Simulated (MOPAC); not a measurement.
MOPAC input (PM6):

```
PM6 FORCE THERMO(298,298) PRECISE LET GEO-OK AUX(PRECISION=9) THREADS=1
CH3BI2O

C    -2.99396045 1   -0.32280760 1   -0.16875733 1
O    -1.87633436 1    0.49524302 1    0.22626356 1
B    -0.59988997 1    0.14116456 1    0.06415997 1
I     0.73556798 1    1.64826628 1    0.78830472 1
I     0.10744329 1   -1.69140945 1   -0.80458393 1
H    -3.86383966 1    0.28625443 1    0.11676887 1
H    -2.97229515 1   -1.26966378 1    0.38505627 1
H    -2.96404592 1   -0.49010713 1   -1.25271393 1
```

From the output:

```
     H    8   0.420377   4.138033

          HEAT OF FORMATION =     -67.781939 KCALS/MOLE

          ZERO POINT ENERGY      26.489 KCAL/MOL

           NORMAL COORDINATE ANALYSIS (Total motion = 1 Angstrom)

   Root No.       1         2         3         4         5         6         7         8

                 1 A"      1 A'      2 A'      2 A"      3 A'      4 A'      3 A"      5 A'

                  50.3      93.9     122.7     151.0     257.3     358.7     364.1     743.3

           1   -0.0000   -0.1211   -0.0548   -0.0000    0.1348   -0.0199    0.0000   -0.0109
           2    0.0000   -0.0198    0.1730    0.0000    0.1012   -0.0455   -0.0000   -0.0220
           3   -0.0153    0.0000    0.0000   -0.1083   -0.0000   -0.0000    0.0204   -0.0000
           4    0.0000   -0.1195   -0.0512    0.0000    0.1332   -0.0360   -0.0000   -0.0508
           5   -0.0000   -0.0879    0.0274   -0.0000    0.0045    0.2156    0.0000    0.0598
           6    0.0026    0.0000    0.0000    0.1412   -0.0000    0.0000   -0.1841    0.0000
           7    0.0000   -0.0839    0.0187    0.0000    0.0605    0.0407    0.0000    0.4576
           8   -0.0000   -0.1128   -0.0157   -0.0000    0.0555    0.1215   -0.0000   -0.3368
           9    0.0003    0.0000   -0.0000    0.0951   -0.0000   -0.0000    0.4782   -0.0000
          10   -0.0000   -0.0576    0.0266   -0.0000   -0.0441   -0.0041   -0.0000   -0.0239
          11    0.0000    0.0899    0.0024    0.0000    0.0048    0.0009    0.0000    0.0059
          12   -0.0013    0.0000   -0.0000   -0.0106    0.0000    0.0000   -0.0083    0.0000
          13    0.0000    0.0941   -0.0151   -0.0000    0.0064    0.0072   -0.0000   -0.0081
          14   -0.0000   -0.0672   -0.0258    0.0000   -0.0227   -0.0314    0.0000    0.0185
          15    0.0028   -0.0000    0.0000   -0.0011   -0.0000   -0.0000   -0.0125    0.0000
          16    0.0000   -0.1720   -0.1640   -0.0000    0.0501    0.2141    0.0000    0.1483
          17   -0.0000   -0.0080    0.1993    0.0000    0.1228   -0.1045   -0.0000   -0.0683
          18    0.3066    0.0000    0.0000   -0.2098   -0.0000   -0.0000    0.0794   -0.0000
          19    0.0337   -0.0968   -0.0052    0.1535    0.1652   -0.1136   -0.0961   -0.0444
          20   -0.2803   -0.0015    0.2106    0.0467    0.1259   -0.1189   -0.0209   -0.0408
          21   -0.1813   -0.0001   -0.0006   -0.1460   -0.0001   -0.0006    0.0461    0.0018
          22   -0.0338   -0.0968   -0.0052   -0.1535    0.1652   -0.1136    0.0961   -0.0444
          23    0.2803   -0.0015    0.2106   -0.0467    0.1259   -0.1189    0.0209   -0.0408
          24   -0.1813    0.0001    0.0006   -0.1460    0.0001    0.0006    0.0461   -0.0018

   Root No.       9        10        11        12        13        14        15        16

                 6 A'      4 A"      7 A'      8 A'      5 A"      9 A'     10 A'      6 A"

                1011.7    1075.8    1081.6    1231.7    1235.1    1288.7    1382.6    2663.9

           1    0.2425   -0.0000   -0.0252   -0.0034   -0.0000   -0.0639   -0.0143   -0.0000
           2    0.0408    0.0000    0.0717   -0.0390    0.0000    0.0013   -0.0072    0.0000
           3   -0.0000   -0.0748    0.0000   -0.0000   -0.0351    0.0000   -0.0000   -0.0567
           4   -0.1483    0.0000    0.0214    0.0083   -0.0000    0.0381   -0.0803   -0.0000
           5    0.0399   -0.0000   -0.0348    0.0004    0.0000    0.0410   -0.0621   -0.0000
           6    0.0000    0.0312   -0.0000   -0.0000   -0.0048   -0.0000    0.0000   -0.0018
           7   -0.1123    0.0000   -0.0055   -0.0090   -0.0000   -0.0569    0.0700    0.0000
           8   -0.1101   -0.0000   -0.0002   -0.0069    0.0000   -0.0698    0.1019   -0.0000
           9    0.0000    0.0039    0.0000    0.0000   -0.0009    0.0000   -0.0000    0.0001
          10    0.0023    0.0000    0.0000    0.0001   -0.0000    0.0004   -0.0003    0.0000
          11   -0.0003    0.0000   -0.0000   -0.0000   -0.0000   -0.0001    0.0001    0.0000
          12   -0.0000   -0.0001   -0.0000   -0.0000    0.0000    0.0000    0.0000   -0.0000
          13   -0.0004   -0.0000    0.0000    0.0000    0.0000   -0.0002    0.0002   -0.0000
          14    0.0013   -0.0000    0.0002    0.0000    0.0000    0.0005   -0.0007   -0.0000
          15   -0.0000    0.0001   -0.0000    0.0000   -0.0000   -0.0000    0.0000   -0.0000
          16    0.2997    0.0000    0.4038    0.1777    0.0000    0.2245    0.2473   -0.0000
          17   -0.0140   -0.0000   -0.0620   -0.0616   -0.0000   -0.0619   -0.0828    0.0000
          18   -0.0000    0.1559   -0.0000   -0.0000    0.4130   -0.0000   -0.0000   -0.0276
          19    0.0638   -0.3524   -0.1960   -0.0945    0.1477    0.2550    0.2307    0.1692
          20   -0.0271    0.0031   -0.1274    0.2990    0.2250    0.0476    0.0691   -0.2136
          21    0.0079    0.1025   -0.0174    0.2083    0.0459   -0.1004   -0.0613    0.3667
          22    0.0638    0.3524   -0.1960   -0.0945   -0.1477    0.2550    0.2307   -0.1692
          23   -0.0271   -0.0031   -0.1274    0.2990   -0.2250    0.0476    0.0691    0.2136
          24   -0.0079    0.1025    0.0174   -0.2083    0.0459    0.1004    0.0613    0.3667

   Root No.      17        18

                11 A'     12 A'

                2671.9    2744.9

           1    0.0054   -0.0191
           2   -0.0487   -0.0054
           3   -0.0000    0.0000
           4   -0.0005   -0.0043
           5   -0.0021   -0.0002
           6   -0.0000    0.0000
           7    0.0006   -0.0003
           8    0.0007   -0.0005
           9   -0.0000    0.0000
          10    0.0000    0.0000
          11   -0.0000    0.0000
          12    0.0000   -0.0000
          13    0.0000   -0.0000
          14    0.0000    0.0000
          15    0.0000   -0.0000
          16    0.1196    0.0899
          17    0.4154    0.3494
          18   -0.0000   -0.0000
          19   -0.0924    0.1045
          20    0.0950   -0.1388
          21   -0.2212    0.2534
          22   -0.0924    0.1045
          23    0.0950   -0.1388
          24    0.2212   -0.2534

           MASS-WEIGHTED COORDINATE ANALYSIS (NORMAL COORDINATES)

   Root No.       1         2         3         4         5         6         7         8

                 1 A"      1 A'      2 A'      2 A"      3 A'      4 A'      3 A"      5 A'

                  50.3      93.9     122.7     151.0     257.3     358.7     364.1     743.3

           1   -0.0000   -0.2115   -0.2101   -0.0000    0.4409   -0.0625    0.0000   -0.0195
           2    0.0000   -0.0346    0.6635    0.0000    0.3309   -0.1430   -0.0000   -0.0393
           3   -0.0926    0.0000    0.0000   -0.4452   -0.0000   -0.0000    0.0402   -0.0000
           4    0.0000   -0.2409   -0.2267    0.0000    0.5028   -0.1306   -0.0000   -0.1048
           5   -0.0000   -0.1772    0.1213   -0.0000    0.0170    0.7816    0.0000    0.1235
           6    0.0183    0.0000    0.0000    0.6697   -0.0000    0.0000   -0.4197    0.0000
           7    0.0000   -0.1390    0.0681    0.0000    0.1876    0.1212    0.0000    0.7760
           8   -0.0000   -0.1869   -0.0572   -0.0000    0.1723    0.3622   -0.0000   -0.5711
           9    0.0017    0.0000   -0.0000    0.3707   -0.0000   -0.0000    0.8962   -0.0000
          10   -0.0000   -0.3266    0.3312   -0.0000   -0.4688   -0.0417   -0.0000   -0.1390
          11    0.0000    0.5102    0.0299    0.0000    0.0510    0.0092    0.0000    0.0341
          12   -0.0259    0.0000   -0.0000   -0.1414    0.0000    0.0000   -0.0535    0.0000
          13    0.0000    0.5343   -0.1887   -0.0000    0.0677    0.0730   -0.0000   -0.0470
          14   -0.0000   -0.3816   -0.3218    0.0000   -0.2408   -0.3206    0.0000    0.1078
          15    0.0562   -0.0000    0.0000   -0.0144   -0.0000   -0.0000   -0.0802    0.0000
          16    0.0000   -0.0870   -0.1823   -0.0000    0.0474    0.1948    0.0000    0.0768
          17   -0.0000   -0.0041    0.2215    0.0000    0.1163   -0.0951   -0.0000   -0.0354
          18    0.5392    0.0000    0.0000   -0.2498   -0.0000   -0.0000    0.0454   -0.0000
          19    0.0594   -0.0490   -0.0058    0.1827    0.1565   -0.1034   -0.0550   -0.0230
          20   -0.4930   -0.0008    0.2340    0.0556    0.1193   -0.1082   -0.0120   -0.0211
          21   -0.3189   -0.0000   -0.0007   -0.1738   -0.0001   -0.0005    0.0264    0.0009
          22   -0.0594   -0.0490   -0.0058   -0.1827    0.1565   -0.1034    0.0550   -0.0230
          23    0.4930   -0.0008    0.2340   -0.0556    0.1193   -0.1082    0.0120   -0.0211
          24   -0.3189    0.0001    0.0007   -0.1738    0.0001    0.0005    0.0264   -0.0009

   Root No.       9        10        11        12        13        14        15        16

                 6 A'      4 A"      7 A'      8 A'      5 A"      9 A'     10 A'      6 A"

                1011.7    1075.8    1081.6    1231.7    1235.1    1288.7    1382.6    2663.9

           1    0.6926   -0.0000   -0.1426   -0.0199   -0.0000   -0.3511   -0.0684   -0.0000
           2    0.1166    0.0000    0.4056   -0.2311    0.0000    0.0074   -0.0345    0.0000
           3   -0.0000   -0.4210    0.0000   -0.0000   -0.2097    0.0000   -0.0000   -0.2898
           4   -0.4889    0.0000    0.1396    0.0570   -0.0000    0.2416   -0.4427   -0.0000
           5    0.1315   -0.0000   -0.2275    0.0024    0.0000    0.2599   -0.3424   -0.0000
           6    0.0000    0.2028   -0.0000   -0.0000   -0.0330   -0.0000    0.0000   -0.0106
           7   -0.3042    0.0000   -0.0294   -0.0504   -0.0000   -0.2965    0.3171    0.0000
           8   -0.2982   -0.0000   -0.0010   -0.0386    0.0000   -0.3642    0.4619   -0.0000
           9    0.0000    0.0207    0.0000    0.0000   -0.0052    0.0000   -0.0000    0.0004
          10    0.0217    0.0000    0.0008    0.0022   -0.0000    0.0073   -0.0051    0.0000
```
